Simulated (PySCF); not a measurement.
Structure problem from calculated spectra and properties.

Elements present: Al, C, H and O. Monoisotopic mass: 151.0556 u (electron mass counted); charge -1.

* XPS: C1s 287.8 (×4), O1s 532.3 (×4), Al1s 1561.3 eV [ΔSCF SCAN, pcX-2 on the ionised atom, pcseg-1 elsewhere, spin-free X2C]
* NMR, other nuclei: isotropic shieldings of nuclei other than C and H, by class: 365 (4 O), 540 (1 Al) ppm [GIAO HF/pcSseg-1]
* 1H NMR: chemical shifts (computed TMS as zero) by class: 3.14 (12 H) ppm [GIAO HF/pcSseg-1]
* Rotational structure: rotational constants A, B, C: 1.140, 1.133, 0.948 GHz [PBE0-D3(BJ)/def2-SVP]
* 13C NMR: chemical shifts (computed TMS as zero) by class: 47.6 (4 C) ppm [GIAO HF/pcSseg-1]

Gas-phase values; electronic properties from PySCF, density fitting. Levels stand in brackets. Geometry: PBE0-D3(BJ)/def2-SVP, one conformer, isolated ion. No diffuse functions stand in pcSseg-1, which bears on an anion's orbital energies. NMR classes are plain means over equivalent atoms (diastereotopic ones count apart unless rotation or inversion swaps them), as if these changed places fast.

Question: Which formula fits the mass and the elements?

Answer: C4H12AlO4 (calculated 151.0556). No other formula that holds each of these elements comes within 0.0003 u with a fitting electron parity and a possible valence count.

Question: What is the compound? Reason from the data.

Answer: Numbering: `[CH3:1][O:2][Al-:3]([O:4][CH3:5])([O:6][CH3:7])[O:8][CH3:9]`. 4 carbons fall into 1 class: methoxy carbon [C1/C5/C7/C9] (47.6 ppm, 4 C). All hydrogens form one class (3.14 ppm): methyl hydrogen. The other shieldings belong to: 365 ppm, oxygen bonded to Al and C [O2/O4/O6/O8]; 540 ppm, aluminium bonded to 4 O [Al3]. The core levels belong to: C1s 287.8 eV, methoxy carbon [C1/C5/C7/C9]; O1s 532.3 eV, oxygen bonded to Al and C [O2/O4/O6/O8]; Al1s 1561.3 eV, aluminium bonded to 4 O [Al3]. One atom of each topological class was ionised and stands for its class. By its constants the optimised geometry is a nearly oblate symmetric top. Structure: `[O](C)[Al-]([O]C)([O]C)[O]C`. The assignments are read from this structure; whether some other isomer fits the data as well wasn't checked.

Shape of the structure used: `[CH3:1][O:2][Al-:3]([O:4][CH3:5])([O:6][CH3:7])[O:8][CH3:9]`: C1–O2–Al3–O4 29°, O2–Al3–O4–C5 -149°, O2–Al3–O6–C7 -29°, O2–Al3–O8–C9 -89°.
